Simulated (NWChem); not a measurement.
System: CHAlFNO₂; SMILES O=C=[N][Al]([OH])[F]

NWChem input:

```
start job
memory heap 200 mb stack 900 mb global 1100 mb
geometry units angstroms noautosym nocenter noautoz
  Al    -0.133724    -0.901021     0.397750
  F     -1.607465    -1.619660     0.207873
  N      0.119391     0.695206    -0.302699
  C      0.235300     1.782653    -0.799584
  O      0.357292     2.839252    -1.278910
  O      1.046292    -1.738147     1.252973
  H      1.939182    -1.449186     1.442318
end
basis spherical
  * library def2-svp
end
dft
  xc b3lyp
  iterations 150
  mulliken
end
task dft energy
esp
  recalculate
  probe 0.07
  range 0.3
  factor 1.0
  spacing 0.02
end
task esp
```

NWChem printed, in part:

```
             Northwest Computational Chemistry Package (NWChem) 7.3.0
             --------------------------------------------------------

                             Geometry "geometry" -> ""
                             -------------------------

 Output coordinates in angstroms (scale by  1.889725989 to convert to a.u.)

  No.       Tag          Charge          X              Y              Z
 ---- ---------------- ---------- -------------- -------------- --------------
    1 Al                  13.0000    -0.13372400    -0.90102100     0.39775000
    2 F                    9.0000    -1.60746500    -1.61966000     0.20787300
    3 N                    7.0000     0.11939100     0.69520600    -0.30269900
    4 C                    6.0000     0.23530000     1.78265300    -0.79958400
    5 O                    8.0000     0.35729200     2.83925200    -1.27891000
    6 O                    8.0000     1.04629200    -1.73814700     1.25297300
    7 H                    1.0000     1.93918200    -1.44918600     1.44231800

 Effective nuclear repulsion energy (a.u.)     250.5236173816

                                 NWChem DFT Module
                                 -----------------

 Summary of "ao basis" -> "ao basis" (spherical)
 ------------------------------------------------------------------------------
       Tag                 Description            Shells   Functions and Types
 ---------------- ------------------------------  ------  ---------------------
 Al                         def2-svp                 8       18   4s3p1d
 F                          def2-svp                 6       14   3s2p1d
 N                          def2-svp                 6       14   3s2p1d
 C                          def2-svp                 6       14   3s2p1d
 O                          def2-svp                 6       14   3s2p1d
 H                          def2-svp                 3        5   2s1p

            General Information
            -------------------
          SCF calculation type: DFT
          Wavefunction type:  closed shell.
          No. of atoms     :     7
          No. of electrons :    52
           Alpha electrons :    26
            Beta electrons :    26
          Charge           :     0
          Spin multiplicity:     1
          Use of symmetry is: off; symmetry adaption is: off
          Maximum number of iterations: 150
          AO basis - number of functions:    93
                     number of shells:    41
          Convergence on energy requested:  1.00D-06
          Convergence on density requested:  1.00D-05
          Convergence on gradient requested:  5.00D-04

              XC Information
              --------------
                         B3LYP Method XC Potential
                     Hartree-Fock (Exact) Exchange  0.200
                        Slater Exchange Functional  0.800 local
                    Becke 1988 Exchange Functional  0.720 non-local
              Lee-Yang-Parr Correlation Functional  0.810
                  VWN I RPA Correlation Functional  0.190 local

             Grid Information
             ----------------
          Grid used for XC integration:  medium
          Radial quadrature: Mura-Knowles
          Angular quadrature: Lebedev.
          Tag              B.-S. Rad. Rad. Pts. Rad. Cut. Ang. Pts.
          ---              ---------- --------- --------- ---------
          Al                  1.25       88           9.0       590
          F                   0.50       49          11.0       434
          N                   0.65       49          10.0       434
          C                   0.70       49          11.0       434
          O                   0.60       49          13.0       434
          H                   0.35       45          11.0       434
          Grid pruning is: on
          Number of quadrature shells:   378
          Spatial weights used:  Erf1

      Superposition of Atomic Density Guess
      -------------------------------------

 Sum of atomic energies:        -582.83450746

      Non-variational initial energy
      ------------------------------

 Total energy =    -584.594469
 1-e energy   =   -1304.027973
 2-e energy   =     468.909886
 HOMO         =      -0.403938
 LUMO         =      -0.044774

     ---------------------------------------------
      Total Density - Mulliken Population Analysis
     ---------------------------------------------

    Atom       Charge   Shell Charges
 -----------   ------   -------------------------------------------------------
    1 Al  13    11.41   2.00  1.99  0.51  0.02  5.93  0.51  0.19  0.26
    2 F    9     9.66   1.99  1.15  0.79  3.56  2.17  0.00
    3 N    7     7.67   1.99  1.04  0.44  2.57  1.61  0.01
    4 C    6     5.20   1.99  0.90  0.17  1.50  0.54  0.11
    5 O    8     8.55   1.99  1.13  0.64  2.98  1.79  0.02
    6 O    8     8.86   1.99  1.10  0.63  3.15  1.99  0.00
    7 H    1     0.65   0.52  0.07  0.06

   convergence    iter        energy       DeltaE   RMS-Dens  Diis-err
 ---------------- ----- ----------------- --------- --------- ---------
 d= 0,ls=0.0,diis     1   -585.8769751075 -8.36D+02  1.91D-02  1.54D+00
 d= 0,ls=0.0,diis     2   -585.6513661265  2.26D-01  1.12D-02  4.31D+00
 d= 0,ls=0.0,diis     3   -586.0381543338 -3.87D-01  3.15D-03  1.16D-01
 d= 0,ls=0.0,diis     4   -586.0400375050 -1.88D-03  1.68D-03  9.07D-02
 d= 0,ls=0.0,diis     5   -586.0496711565 -9.63D-03  1.99D-04  8.21D-04
  Resetting Diis
 d= 0,ls=0.0,diis     6   -586.0497454680 -7.43D-05  6.57D-05  1.35D-04
 d= 0,ls=0.0,diis     7   -586.0497580218 -1.26D-05  3.37D-05  5.63D-06
 d= 0,ls=0.0,diis     8   -586.0497569452  1.08D-06  2.11D-05  1.69D-05
 d= 0,ls=0.0,diis     9   -586.0497585785 -1.63D-06  4.07D-06  3.45D-07
 d= 0,ls=0.0,diis    10   -586.0497586104 -3.19D-08  1.23D-06  4.55D-08

         Total DFT energy =     -586.049758610382
      One electron energy =    -1308.155799254785
           Coulomb energy =      530.754717675396
    Exchange-Corr. energy =      -59.172294412597
 Nuclear repulsion energy =      250.523617381605

 Numeric. integr. density =       52.000005414581

                       DFT Final Molecular Orbital Analysis
                       ------------------------------------

 Vector   24  Occ=2.000000D+00  E=-3.437329D-01
              MO Center=  8.5D-01, -1.5D+00,  1.0D+00, r^2= 2.0D+00
   Bfn.  Coefficient  Atom+Function         Bfn.  Coefficient  Atom+Function
  ----- ------------  ---------------      ----- ------------  ---------------
    80      0.483235  6 O  pz                83      0.364372  6 O  pz
    79      0.239584  6 O  py                78     -0.180105  6 O  px
    82      0.180669  6 O  py                81     -0.135779  6 O  px
    24      0.108824  2 F  pz                66     -0.093997  5 O  pz
    38     -0.092875  3 N  pz                13      0.091610  1 Al pz

 Vector   25  Occ=2.000000D+00  E=-3.167442D-01
              MO Center=  2.7D-01,  1.2D+00, -5.1D-01, r^2= 3.1D+00
   Bfn.  Coefficient  Atom+Function         Bfn.  Coefficient  Atom+Function
  ----- ------------  ---------------      ----- ------------  ---------------
    38      0.373200  3 N  pz                66      0.337066  5 O  pz
    41     -0.305121  3 N  pz                69      0.244218  5 O  pz
    37      0.185427  3 N  py                65      0.167343  5 O  py
    80      0.156697  6 O  pz                40     -0.151580  3 N  py
    36     -0.138605  3 N  px                64     -0.125179  5 O  px

 Vector   26  Occ=2.000000D+00  E=-3.123101D-01
              MO Center=  2.4D-01,  1.3D+00, -5.4D-01, r^2= 3.0D+00
   Bfn.  Coefficient  Atom+Function         Bfn.  Coefficient  Atom+Function
  ----- ------------  ---------------      ----- ------------  ---------------
    36      0.421666  3 N  px                64      0.376260  5 O  px
    39     -0.332500  3 N  px                67      0.274730  5 O  px
    38      0.152333  3 N  pz                79      0.145509  6 O  py
    66      0.130926  5 O  pz                41     -0.118762  3 N  pz
    82      0.106803  6 O  py                69      0.095764  5 O  pz

 Vector   27  Occ=0.000000D+00  E=-3.477707D-02
              MO Center=  8.3D-02, -8.8D-01,  4.7D-01, r^2= 4.8D+00
   Bfn.  Coefficient  Atom+Function         Bfn.  Coefficient  Atom+Function
  ----- ------------  ---------------      ----- ------------  ---------------
     4      1.172720  1 Al s                 35     -0.422648  3 N  s
    77     -0.407840  6 O  s                 21     -0.212264  2 F  s
     2      0.195503  1 Al s                 34     -0.183405  3 N  s
    49      0.174552  4 C  s                 90      0.169846  7 H  s
    76     -0.152644  6 O  s                 63     -0.136917  5 O  s

 Vector   28  Occ=0.000000D+00  E=-1.887156D-02
              MO Center= -2.0D-02, -1.5D-01,  6.5D-02, r^2= 5.0D+00
   Bfn.  Coefficient  Atom+Function         Bfn.  Coefficient  Atom+Function
  ----- ------------  ---------------      ----- ------------  ---------------
    13      0.574455  1 Al pz                12      0.285993  1 Al py
    52     -0.286774  4 C  pz                10      0.276495  1 Al pz
    55     -0.250239  4 C  pz                11     -0.213283  1 Al px
    69      0.193492  5 O  pz                66      0.185111  5 O  pz
    83     -0.164065  6 O  pz                80     -0.159112  6 O  pz

 Vector   29  Occ=0.000000D+00  E= 2.727518D-02
              MO Center=  2.0D-01,  8.4D-01, -3.5D-01, r^2= 4.7D+00
   Bfn.  Coefficient  Atom+Function         Bfn.  Coefficient  Atom+Function
  ----- ------------  ---------------      ----- ------------  ---------------
    11      0.523580  1 Al px                50     -0.478819  4 C  px
    53     -0.454995  4 C  px                67      0.311636  5 O  px
    64      0.290418  5 O  px                77     -0.264962  6 O  s
    39      0.219750  3 N  px                21      0.199448  2 F  s
    90      0.200390  7 H  s                 13      0.177499  1 Al pz

     ---------------------------------------------
      Total Density - Mulliken Population Analysis
     ---------------------------------------------

    Atom       Charge   Shell Charges
 -----------   ------   -------------------------------------------------------
    1 Al  13    12.05   2.00  1.98  0.60 -0.04  5.93  0.82  0.35  0.42
    2 F    9     9.39   1.99  1.12  0.81  3.35  2.12  0.00
    3 N    7     7.24   1.99  0.99  0.39  2.48  1.38  0.02
    4 C    6     5.95   1.99  0.95  0.13  2.01  0.75  0.12
    5 O    8     8.12   1.99  1.12  0.57  2.84  1.58  0.02
    6 O    8     8.44   1.99  1.06  0.64  2.90  1.84  0.01
    7 H    1     0.81   0.68  0.06  0.07

     -------------------------------------------
      Total Density - Lowdin Population Analysis
     -------------------------------------------

    Atom       Charge   Shell Charges
 -----------   ------   -------------------------------------------------------
    1 Al  13    12.47   2.00  1.92  0.43  0.15  5.81  0.93  0.54  0.69
    2 F    9     9.21   1.98  1.01  0.76  3.22  2.24  0.00
    3 N    7     7.24   1.97  0.74  0.45  2.30  1.75  0.03
    4 C    6     5.88   1.96  0.60  0.26  1.78  1.00  0.27
    5 O    8     8.08   1.97  0.92  0.63  2.69  1.83  0.04
    6 O    8     8.21   1.97  0.86  0.59  2.73  2.05  0.01
    7 H    1     0.91   0.55  0.17  0.19

     Multipole analysis of the density
     ---------------------------------

     L   x y z        total         alpha         beta         nuclear
     -   - - -        -----         -----         ----         -------
     0   0 0 0     -0.000000    -26.000000    -26.000000     52.000000

     1   1 0 0      0.797541      1.145407      1.145407     -1.493273
     1   0 1 0     -0.097007      3.133983      3.133983     -6.364973
     1   0 0 1      0.345052     -1.112518     -1.112518      2.570088

     2   2 0 0    -27.048284    -80.409177    -80.409177    133.770069
     2   1 1 0     -3.151313    -35.237315    -35.237315     67.323318
     2   1 0 1      0.850392     -7.696382     -7.696382     16.243156
     2   0 2 0    -35.689779   -280.986043   -280.986043    526.282307
     2   0 1 1      4.089157    120.383647    120.383647   -236.678137
     2   0 0 2    -26.824932    -75.276975    -75.276975    123.729018

                     NWChem Electrostatic Potential Fit Module
                     -----------------------------------------

 Atom parameters

 Number of atoms is                                    7
 Number of basis functions is                         93

 Grid parameters

 Maximum number of grid points is                  34831
 Number of grid points is                          34830
 Grid range                                     0.300000 nm
 Grid spacing                                   0.020000 nm
 Probe radius                                   0.070000 nm
 Atom radius factor                             1.000000

 Atomic radii

    1    0.100000
    6    0.147000
    7    0.140000
    8    0.136000
    9    0.128000
   13    0.195000
 FASTESP  F
  using M.O. file = ./job.movecs

    Atom              Coordinates                           Charge

                                                  ESP

    1 Al   -0.013372   -0.090102    0.039775    1.358240
    2 F    -0.160747   -0.161966    0.020787   -0.457628
    3 N     0.011939    0.069521   -0.030270   -0.854178
    4 C     0.023530    0.178265   -0.079958    0.787652
    5 O     0.035729    0.283925   -0.127891   -0.423724
    6 O     0.104629   -0.173815    0.125297   -0.818369
    7 H     0.193918   -0.144919    0.144232    0.408007
                                            ------------
                                               -0.000000

 Dipole moment                                  0.868248

 Quadrupole moment Qxx                          7.671410
                   Qyy                        -17.154358
                   Qzz                          9.482948

 RMS deviation kJ/mol                           0.044579

 RRMS %                                        14.446146
```

Level: B3LYP/def2-SVP. Geometry: optimised at PBE0/def2-SVP.
